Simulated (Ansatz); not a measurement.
The first iterations of a band of CH5AsOSi (9 atoms, charge 0, multiplicity 1).

Theory: Ansatz, RKS B3LYP-D4/def2-mTZVP.

```json
{"movable images": "9", "climbing image": "yes", "spring": "5.0 eV/Å²", "optimiser": "quadratic models (default)", "start path": "IDPP", "force threshold": "0.03 eV/Å", "iteration limit": "48", "end points": "relaxed"}
```

First end point:

```xyz
9
Properties=species:S:1:pos:R:3
As -1.171 1.743 0.168
Si 0.466 0.040 0.037
C -0.036 -1.689 -0.245
O 0.278 -1.220 1.132
H -0.583 2.461 -1.050
H -0.312 2.574 1.125
H 1.862 0.460 -0.223
H 0.664 -2.441 -0.599
H -1.079 -1.973 -0.362
```

Last end point:

```xyz
9
Properties=species:S:1:pos:R:3
As -0.918 1.783 0.971
Si 0.530 -0.028 0.498
C 0.212 -1.337 -0.730
O -0.130 -1.557 0.706
H -1.787 1.484 -0.249
H -0.035 2.757 0.188
H 1.890 0.176 1.049
H 0.992 -2.008 -1.079
H -0.665 -1.317 -1.371
```

| iteration | highest image above the first end (eV) | largest band force component (eV/Å) |
| --- | --- | --- |
| 1 | 0.081 | 0.743 |
| 2 | 0.071 | 0.462 |

Task: Does the band converge within its limit, and where does its top end?

Result: The run converged. It ended after 5 iterations with the highest image 0.025 eV above the first end. A vibrational analysis at the climbing image gives one clearly imaginary mode, 103i cm⁻¹: a first-order saddle point.

Run time: 3.1 min on 2 threads of Arm Neoverse V1, on a shared host, peak memory 0.28 GiB.
